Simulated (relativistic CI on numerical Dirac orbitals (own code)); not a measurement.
**Inner-shell lines of Au LXIX**

Computed by Dirac-Coulomb-Breit CI, orbitals from a KLI potential per configuration, QED by a radiative potential, unscaled Slater integrals (own radial code, finite nucleus).

CI space (outside the closed core 1s2 2p6): 2s²3s, 2s3s3p, 2s3s4p, 2s²3p, 2s3p4p, 2s3p². Levels of other configurations are missing.

The table holds the strongest lines. The upper levels have an inner-shell vacancy. Auger decay, open to those above the ionisation limit, is not computed, and radiative decays to configurations outside the model are missing too. Absolute energies can be off by a few tenths of a per cent, so close lines can change order. LS names give the leading component, which can be well under half, for lower levels too. Brackets number the levels in order of energy.

```tsv
E (eV)	Upper	Lower	A (s⁻¹)	gA (s⁻¹)
12028.7	2s3p² ⁴P3/2 [12]	2s²3p ²P°3/2 [3]	2.60e+14	1.04e+15
12030.3	2s3s3p ⁴P°3/2 [5]	2s²3s ²S1/2 [1]	4.96e+14	1.98e+15
12035.9	2s3p² ²P1/2 [13]	2s²3p ²P°3/2 [3]	5.39e+14	1.08e+15
12039.6	2s3p² ²D5/2 [14]	2s²3p ²P°3/2 [3]	5.27e+14	3.16e+15
12039.8	2s3p² ⁴P1/2 [7]	2s²3p ²P°1/2 [2]	8.06e+14	1.61e+15
12045.8	2s3p² ²D3/2 [15]	2s²3p ²P°3/2 [3]	2.87e+14	1.15e+15
12546.4	2s3p² ²P1/2 [13]	2s²3p ²P°1/2 [2]	7.09e+14	1.42e+15
12548.1	2s3s3p ²P°3/2 [9]	2s²3s ²S1/2 [1]	6.93e+14	2.77e+15
12550.7	2s3p² ⁴P5/2 [16]	2s²3p ²P°3/2 [3]	1.85e+14	1.11e+15
12556.4	2s3p² ²D3/2 [15]	2s²3p ²P°1/2 [2]	6.82e+14	2.73e+15
12559.1	2s3p² ²P3/2 [17]	2s²3p ²P°3/2 [3]	1.04e+15	4.16e+15
12575.6	2s3s3p ²P°1/2 [10]	2s²3s ²S1/2 [1]	6.28e+14	1.26e+15
12578.3	2s3p² ²S1/2 [18]	2s²3p ²P°3/2 [3]	5.30e+14	1.06e+15
15768.4	2s3p4p ⁴D3/2 [23]	2s²3p ²P°1/2 [2]	2.00e+14	8.01e+14
15783.6	2s3s4p ⁴P°3/2 [20]	2s²3s ²S1/2 [1]	2.13e+14	8.52e+14
15785.1	2s3p4p ²D5/2 [34]	2s²3p ²P°3/2 [3]	2.05e+14	1.23e+15
15989.2	2s3p4p ²D3/2 [32]	2s²3p ²P°1/2 [2]	3.07e+14	1.23e+15
15994.6	2s3p4p ²D5/2 [40]	2s²3p ²P°3/2 [3]	3.00e+14	1.80e+15
15995.4	2s3s4p ²P°3/2 [26]	2s²3s ²S1/2 [1]	2.10e+14	8.40e+14
16006.6	2s3p4p ²P3/2 [42]	2s²3p ²P°3/2 [3]	2.02e+14	8.10e+14
```
